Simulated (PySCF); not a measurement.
**Ionising CsSe**

PBE0; PySCF, scalar-relativistic core potentials, basis sets Cs def2-SVP with ECP46, Se def2-SVP. Neutral (UKS): doublet (π ↑), Re = 3.256 Å, ωe = 138 cm⁻¹, De = 2.49 eV, HOMO -4.14 eV, LUMO -1.89 eV.

CsSe⁺ (UKS): triplet (π ↑↑), Re = 3.861 Å, ωe = 58.3 cm⁻¹, De = 0.31 eV to Cs⁺ + Se. The energies at the minima are -2421.14255 hartree for CsSe and -2420.91898 for CsSe⁺.

Work out the adiabatic ionisation energy, without and with harmonic zero-point energies (1 hartree = 27.2114 eV, 1 eV = 8065.5 cm⁻¹), and the change of the bond length.

At PBE0: 0.22357 hartree = 6.084 eV between the minima; the zero-point term (58.3 − 138.0)/2 cm⁻¹ = -0.005 eV makes it 6.079 eV. Re changes by +60.5 pm against the neutral. The electron leaves a π orbital, and the ion is left as a loose complex of an ion and an atom.

Weak bonds: CsSe⁺. Basis-set superposition, not corrected here, can be much of De in a small basis, most of all at correlated wavefunction levels. Spin–orbit coupling is left out, which matters for elements this heavy, above all for dissociation energies. For an ion De counts to the pair picked by the measured ionisation energies or electron affinities, which need not be the lowest pair at this level. States were picked by a PBE0 search and need not be the measured ground states.
